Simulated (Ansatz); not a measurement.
Consider the ligand exchange at the In–Br bond: `[Br][InH][Br]` + `CNC` → `C[N](C)[InH][Br]` + HBr.

Calculated with Ansatz (gas phase, PBE0-D4/def2-TZVP geometries, no zero-point term in ΔE). CBS: MP2 limit from def2 TZ/QZ plus the TZ coupled-cluster correction, frozen cores. Functionals use def2-TZVPP. B3LYP here is the variant with VWN-RPA as its local correlation; programs differ in this. Elements past krypton have def2 core potentials. For Br, In outer-core shells are correlated without core-valence functions, which leaves a few kJ/mol of doubt a bond. Scalar relativity is left out up to krypton. Each species was taken in one conformer, which may not be the lowest.

```
         level  ΔE (kJ/mol)  difference from CCSD(T)/CBS
        B97M-V        123.5                         10.0
       PBE0-D4        125.7                         12.2
        revPBE        127.1                         13.6
          PBE0        130.7                         17.2
         B3LYP        129.9                         16.4
       r2SCAN0        132.2                         18.7
     CAM-B3LYP        125.3                         11.8
MP2/def2-TZVPP        109.2                         -4.3
 HF/def2-QZVPP        157.4                         43.9
 MP2/CBS(def2)        111.8                         -1.7
   CCSD(T)/CBS        113.5                            0
```

Largest T1 diagnostic among the species: 0.014.

From BLYP to BHLYP (50 % exact exchange), in def2-TZVPP and without D4, ΔE moves by +15.9 kJ/mol. In def2-TZVPP, CCSD(T) changes the Hartree–Fock value by −47.4 kJ/mol (the triples alone add −6.3 kJ/mol) and MP2 by −49.1 kJ/mol. Leaving LDA and LC-ωPBE aside and taking each functional with its dispersion term where it has one, the values, not all of them listed here, spread over 20.6 kJ/mol, from BLYP-D4 to BHLYP-D4. LDA lies −16.9 kJ/mol from PBE without D4.
